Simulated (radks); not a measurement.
Task: The germanium ion Ge3+ is in [Ar] 3d10 4s1. Method: Dirac Kohn-Sham, BLYP, spin-unpolarised, spherical densities, finite nucleus; Fermi nuclear charge, rms radius of each element as measured or else 0.836 A^(1/3) + 0.57 fm; computed with a radial shooting solver on a logarithmic mesh with Libxc functionals. Sub-shells are occupied by j as written (lower j first in brackets). One electron is removed from 3d5/2, 3p3/2, 4s1/2, 3d3/2 in turn, with full relaxation. Which removal costs least, and what does each cost?

Result: 4s1/2 46.658 eV; 3d5/2 75.031 eV; 3d3/2 75.668 eV; 3p3/2 161.02 eV. The 4s1/2 electron leaves first.
